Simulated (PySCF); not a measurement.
Potential energy of KB⁺ along the bond

Set-up: K def2-SVPD, B def2-SVPD; no relativity (PySCF 2.14). Energies in eV from K⁺ + B in their ground configurations at the same level. State: ²Σ⁺ (doublet), unpaired electrons σ ↑.

| R (Å) | UHF-SCS-MP2 | M06 |
| --- | --- | --- |
| 2.906 | -0.1617 | -0.2458 |
| 3.041 | -0.2455 | -0.3107 |
| 3.176 | -0.2924 | -0.3424 |
| 3.278 | -0.3108 | -0.3518 |
| 3.379 | -0.3191 | -0.3530 |
| 3.480 | -0.3200 | -0.3480 |
| 3.615 | -0.3133 | -0.3359 |
| 3.784 | -0.2967 | -0.3149 |
| 3.987 | -0.2706 | -0.2868 |
| 4.258 | -0.2326 | -0.2498 |

Problem. Put a parabola through the three lowest points of the UHF-SCS-MP2 curve and estimate Re, k and ωe (reduced mass 8.584 u; 1 eV/Å² = 0.16022 mdyn/Å; ωe = 1302.8·√(k/μ) cm⁻¹).

Solution. Through R = 3.379, 3.48, 3.615 Å the second-order coefficient is 0.248 eV/Å², so Re ≈ 3.447 Å, k ≈ 0.0795 mdyn/Å and ωe ≈ 125 cm⁻¹. A polynomial fit of higher order to the unrounded UHF-SCS-MP2 energies gives Re = 3.443 Å, k = 0.0929 mdyn/Å, ωe = 136 cm⁻¹; anharmonicity and rounding make the difference.

The higher-order fit for each curve: UHF-SCS-MP2: Re = 3.443 Å, ωe = 136 cm⁻¹, De = 0.320 eV; M06: Re = 3.343 Å, ωe = 142 cm⁻¹, De = 0.353 eV.

Correlated steps freeze 6 core orbitals. The bond is weak. Basis-set superposition, not corrected here, can be much of De in a small basis, most of all at correlated wavefunction levels. For an ion De counts to the pair picked by the measured ionisation energies or electron affinities, which need not be the lowest pair at this level. The state is the lowest determinant that a PBE0 search found; another state may lie lower at other levels.
